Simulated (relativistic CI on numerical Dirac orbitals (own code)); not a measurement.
# Line list: Electric-dipole lines, Pr IV

Computed by Dirac-Coulomb-Breit CI, KLI orbitals optimised for each configuration, a model potential for QED, valence Slater integrals scaled by 0.85, configuration energies shifted to the measured levels that pair with them (semi-empirical) (own radial code, finite nucleus).

CI space (outside the closed core [Kr] 4d10 5s2): 4f²5p⁶, 4f5p⁶5d, 4f5p⁶6s, 4f5p⁶6p, 4f5p⁶6d, 4f5p⁶5f, 5p⁶5d², 4f²5p⁵5d, 4f⁴5p⁴, 4f³5p⁵, 4f5p⁶7s, 4f5p⁵5d², 4f²5p⁵5f, 4f5p⁶7p, 5p⁶5d6s, 5p⁶5f², 4f²5p⁵5g, 4f²5p⁵6s, 4f5p⁶6f, 4f5p⁶7d, 5p⁶5d5f, 4f5p⁶5g, 5p⁶5d6p, 5p⁶5g6p, 4f²5p⁵6p, 4f5p⁶7f, 5p⁶6s², 5p⁶5g², 5p⁶5d5g, 4f³5p⁴6s. Levels of other configurations are missing.

| λ vac (nm) | Lower | Upper | A (s⁻¹) | gf | Branching (%) |
| --- | --- | --- | --- | --- | --- |
| 122.70 | 4f5p⁶5d ¹G°4 [14] | 4f5p⁶6p ³G4 [47] | 1.77e+08 | 3.59e-01 | 9.7 |
| 126.47 | 4f5p⁶5d ³F°4 [22] | 4f5p⁶6p ¹G4 [52] | 2.62e+08 | 5.65e-01 | 14.9 |
| 126.66 | 4f5p⁶5d ³F°4 [22] | 4f5p⁶6p ³D3 [51] | 4.34e+08 | 7.30e-01 | 24.5 |
| 127.07 | 4f5p⁶5d ³F°3 [18] | 4f5p⁶6p ³D2 [46] | 4.03e+08 | 4.88e-01 | 22.5 |
| 128.19 | 4f5p⁶5d ³G°5 [24] | 4f5p⁶6p ³G5 [53] | 2.78e+08 | 7.53e-01 | 14.9 |
| 128.48 | 4f5p⁶5d ³H°4 [17] | 4f5p⁶6p ³G3 [45] | 6.38e+08 | 1.11e+00 | 36.0 |
| 129.23 | 4f5p⁶5d ³H°5 [20] | 4f5p⁶6p ³G4 [47] | 5.47e+08 | 1.23e+00 | 29.9 |
| 129.25 | 4f5p⁶5d ³H°6 [25] | 4f5p⁶6p ³G5 [53] | 9.24e+08 | 2.55e+00 | 49.6 |
| 130.49 | 4f5p⁶5d ¹D°2 [21] | 4f5p⁶6p ³D2 [46] | 3.04e+08 | 3.88e-01 | 17.0 |
| 130.93 | 4f5p⁶5d ³F°3 [18] | 4f5p⁶6p ³F3 [42] | 1.85e+08 | 3.33e-01 | 11.7 |
| 131.39 | 4f5p⁶5d ¹G°4 [14] | 4f5p⁶6p ³G3 [38] | 5.57e+08 | 1.01e+00 | 34.8 |
| 131.65 | 4f5p⁶5d ³F°2 [15] | 4f5p⁶6p ³F2 [39] | 4.93e+08 | 6.41e-01 | 31.2 |
| 132.67 | 4f5p⁶5d ³G°5 [24] | 4f5p⁶6p ³G4 [47] | 2.37e+08 | 5.63e-01 | 13.0 |
| 132.81 | 4f5p⁶5d ³G°4 [19] | 4f5p⁶6p ³F4 [43] | 2.83e+08 | 6.73e-01 | 17.7 |
| 133.01 | 4f5p⁶5d ³H°5 [20] | 4f5p⁶6p ³F4 [43] | 3.46e+08 | 8.25e-01 | 21.6 |
| 133.61 | 4f5p⁶5d ³G°4 [19] | 4f5p⁶6p ³F3 [42] | 2.76e+08 | 5.16e-01 | 17.5 |
| 134.44 | 4f5p⁶5d ³G°3 [16] | 4f5p⁶6p ³F2 [39] | 3.31e+08 | 4.48e-01 | 20.9 |
| 134.74 | 4f5p⁶5d ³G°3 [16] | 4f5p⁶6p ³G3 [38] | 2.91e+08 | 5.54e-01 | 18.2 |
| 135.73 | 4f5p⁶5d ³H°4 [17] | 4f5p⁶6p ³G3 [38] | 1.81e+08 | 3.51e-01 | 11.3 |
| 135.80 | 4f5p⁶5d ¹F°3 [30] | 4f5p⁶6p ³D3 [51] | 4.00e+08 | 7.73e-01 | 22.6 |
| 136.64 | 4f5p⁶5d ³G°5 [24] | 4f5p⁶6p ³F4 [43] | 1.89e+08 | 4.75e-01 | 11.8 |
| 138.17 | 4f5p⁶5d ³P°2 [31] | 4f5p⁶6p ³D3 [51] | 2.99e+08 | 6.00e-01 | 16.9 |
| 140.15 | 4f5p⁶5d ³D°2 [27] | 4f5p⁶6p ³F3 [42] | 2.25e+08 | 4.64e-01 | 14.3 |
| 143.15 | 4f5p⁶5d ¹H°5 [32] | 4f5p⁶6p ¹G4 [52] | 5.82e+08 | 1.61e+00 | 33.1 |
| 148.02 | 4f5p⁶5d ¹P°1 [33] | 4f5p⁶6p ¹D2 [58] | 3.37e+08 | 5.53e-01 | 18.4 |
| 158.43 | 4f²5p⁶ ³H5 [2] | 4f5p⁶5d ³G°4 [19] | 5.87e+07 | 1.99e-01 | 86.0 |
| 158.45 | 4f²5p⁶ ³H6 [3] | 4f5p⁶5d ³G°5 [24] | 7.08e+07 | 2.93e-01 | 90.4 |
| 158.64 | 4f²5p⁶ ³H4 [1] | 4f5p⁶5d ³G°3 [16] | 5.22e+07 | 1.38e-01 | 84.5 |
| 162.37 | 4f²5p⁶ ¹G4 [7] | 4f5p⁶5d ¹F°3 [30] | 5.30e+07 | 1.47e-01 | 85.6 |
| 192.14 | 4f²5p⁶ ¹I6 [9] | 4f5p⁶5d ¹H°5 [32] | 6.37e+07 | 3.88e-01 | 92.9 |
| 234.20 | 4f5p⁶6s ³F°2 [34] | 4f5p⁶6p ³D1 [49] | 5.63e+08 | 1.39e+00 | 31.0 |
| 234.35 | 4f5p⁶6s ¹F°3 [37] | 4f5p⁶6p ¹D2 [58] | 5.55e+08 | 2.28e+00 | 30.4 |
| 237.59 | 4f5p⁶6s ³F°4 [36] | 4f5p⁶6p ³G5 [53] | 5.56e+08 | 5.17e+00 | 29.9 |
| 237.99 | 4f5p⁶6s ³F°2 [34] | 4f5p⁶6p ³D2 [46] | 3.04e+08 | 1.29e+00 | 17.0 |
| 239.75 | 4f5p⁶6s ³F°3 [35] | 4f5p⁶6p ³D2 [46] | 2.33e+08 | 1.01e+00 | 13.0 |
| 240.06 | 4f5p⁶6s ³F°4 [36] | 4f5p⁶6p ³D3 [51] | 2.41e+08 | 1.46e+00 | 13.6 |
| 243.13 | 4f5p⁶6s ¹F°3 [37] | 4f5p⁶6p ³D3 [51] | 2.71e+08 | 1.68e+00 | 15.3 |
| 243.23 | 4f5p⁶6s ³F°2 [34] | 4f5p⁶6p ³G3 [45] | 3.00e+08 | 1.86e+00 | 16.9 |
| 245.06 | 4f5p⁶6s ³F°3 [35] | 4f5p⁶6p ³G3 [45] | 1.77e+08 | 1.11e+00 | 10.0 |
| 269.40 | 4f5p⁶6s ³F°2 [34] | 4f5p⁶6p ³F2 [39] | 1.84e+08 | 1.00e+00 | 11.6 |
| 270.59 | 4f5p⁶6s ³F°2 [34] | 4f5p⁶6p ³G3 [38] | 1.51e+08 | 1.16e+00 | 9.4 |
| 271.64 | 4f5p⁶6s ³F°4 [36] | 4f5p⁶6p ³F3 [42] | 1.94e+08 | 1.50e+00 | 12.3 |
| 271.66 | 4f5p⁶6s ³F°3 [35] | 4f5p⁶6p ³F2 [39] | 2.02e+08 | 1.12e+00 | 12.7 |
| 272.86 | 4f5p⁶6s ³F°3 [35] | 4f5p⁶6p ³G3 [38] | 2.20e+08 | 1.72e+00 | 13.8 |
| 275.57 | 4f5p⁶6s ¹F°3 [37] | 4f5p⁶6p ³F3 [42] | 1.49e+08 | 1.19e+00 | 9.5 |

Terms are leading LS components. Brackets give the number of a level in order of energy, since labels repeat. The list gives strong lines, with weight on those to low levels, without configurations whose count of f electrons has no measured partner, without configurations that were not tied to measured data, without lines whose two gauges differ by over a factor of 2.5, among the lowest 400 of 6636 levels, so that lines to higher ones, which can be the strongest, are missing, and without lines across small gaps between configurations, and without 14 lines that miss the measured interval by over 3.5 %, start from a term whose rates miss tabulated ones by over 60 %, have gauges far apart or, lacking measured levels, span too small a gap for the errors found; lines with a level outside our table were not tested and can miss by more. Levels whose partners in the same complex of configurations lie outside the list can be far off, and so can their lines. Rates are taken at the computed energies, electric ones in the length gauge.

Configurations whose levels could be paired with our table of measured levels were shifted onto them, all but the ground configuration, by the median error of their levels; single terms can still be off by 1,000 to 2,000 cm⁻¹ or more, and rates follow the energies as ν³ (E1, M1) or ν⁵ (E2). The others borrow a shift and can be off by several thousand cm⁻¹ or more. The fine structure of a lone outer electron comes out too small, for d and f at times inverted, and misplaced configurations move strength between like terms. 41 of the 45 excited levels that our extract of the measured tables holds in this range could be paired (the sources list more); they are missed by 385 cm⁻¹ on average and 2054 at most, after the shifts were fitted to these levels, and levels without a partner can miss by more. Some levels of the ground configuration have no partner and can miss by 10 % or more.

LS names give the leading component of a level, which can be under half, so a name can repeat, a term be missing and a line seem to break the LS rules.
